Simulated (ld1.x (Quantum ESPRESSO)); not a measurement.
**Logarithmic derivatives: cobalt, TM**

ld1.x (Quantum ESPRESSO) 7.5 input, shortened:

```
&input
   title='Co', zed=27., rel=1, dft='PZ', iswitch=3,
   config='[Ar] 3d7 4s2 4p0'
 /
 &inputp
   pseudotype=2, tm=.true., lloc=-2, rcloc=1.30,
   nlcc=.false.
 /
3
3S  1  0   2.00   0.00  0.82  0.82  0.0
3P  2  1   6.00   0.00  1.35  1.35  0.0
3D  3  2   7.00   0.00  1.35  1.35  0.0
 &test
   configts(1)='3s2 3p6 3d7 4s2 4p0'
 /
```

Occupied shells without a wave of their own: 4s. They enter only through the test configuration that unscreens the potential.

The phase is arctan(r·u′/u) with u = r·R(r), unwrapped; energies in Ry, scanned from -9 to 5 Ry. A pole is an energy at which the radial function vanishes at the test radius. The pseudo phase is shifted by a multiple of π to meet the all-electron one at the reference energy, and phase errors are pseudo minus all-electron; the curves can meet again beyond the range given. Levels narrower than the energy grid can be missing from the lists of poles.

```tsv
channel	radius (bohr)	reference energy (Ry)	poles, all-electron	poles, pseudo	unbroken range about the reference energy with phases within 0.05 rad	phase error 1 Ry above the reference energy (rad)
s	1.51	-7.49	-6.98	-6.98	below 0.8	-0.000
p	1.51	-4.82	-4.11	-4.11	below 2.3	+0.001
d	1.51	-0.62	0.54	0.57	below 3.6	+0.006
```

Phases in the d channel:

| E (Ry) | all-electron | pseudo |
| --- | --- | --- |
| -9.00 | 1.349 | 1.350 |
| -8.52 | 1.342 | 1.343 |
| -8.04 | 1.335 | 1.336 |
| -7.56 | 1.327 | 1.329 |
| -7.08 | 1.319 | 1.320 |
| -6.60 | 1.309 | 1.310 |
| -6.12 | 1.297 | 1.299 |
| -5.64 | 1.284 | 1.286 |
| -5.16 | 1.269 | 1.271 |
| -4.68 | 1.250 | 1.253 |
| -4.20 | 1.228 | 1.231 |
| -3.72 | 1.199 | 1.202 |
| -3.24 | 1.159 | 1.164 |
| -2.76 | 1.103 | 1.108 |
| -2.28 | 1.013 | 1.020 |
| -1.80 | 0.845 | 0.852 |
| -1.32 | 0.440 | 0.449 |
| -0.84 | -0.498 | -0.497 |
| -0.36 | -1.189 | -1.188 |
| 0.12 | -1.455 | -1.450 |
| 0.60 | -1.585 | -1.577 |
| 1.08 | -1.666 | -1.655 |
| 1.56 | -1.726 | -1.711 |
| 2.04 | -1.776 | -1.757 |
| 2.52 | -1.824 | -1.799 |
| 3.00 | -1.873 | -1.839 |
| 3.48 | -1.928 | -1.882 |
| 3.96 | -1.992 | -1.928 |
| 4.44 | -2.072 | -1.981 |
| 4.92 | -2.178 | -2.046 |
